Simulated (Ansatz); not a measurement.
`[SiH3]/N=C\S` at its PBE0-D4/def2-TZVP geometry, where that method's forces vanish. The species carries charge 0 and has multiplicity 1.

```xyz
9

Si    0.6197   -1.0534   -0.5676
N    -0.8686   -0.2068   -0.3713
C    -1.2225    0.8213    0.2487
S    -0.2955    1.9355    1.2635
H     0.9202   -1.1012   -2.0188
H     1.7944   -0.4448    0.1320
H     0.4276   -2.4259   -0.0401
H    -2.2640    1.1636    0.2147
H     0.8889    1.3116    1.1389
```

(1) What forces (eV/Å) does r2SCAN-D4/def2-TZVPP give on these atoms in the Gaussian-basis code of Ansatz? (An estimate is asked.)

Results:

(1) The calculation gave: 
```
Si1 -0.001 -0.015 -0.012
N2   0.115 -0.314 -0.188
C3  -0.217  0.156  0.055
S4   0.084  0.168  0.137
H5   0.000 -0.007  0.032
H6  -0.009 -0.018 -0.014
H7   0.012  0.025 -0.017
H8   0.006  0.014  0.010
H9   0.009 -0.009 -0.004
```
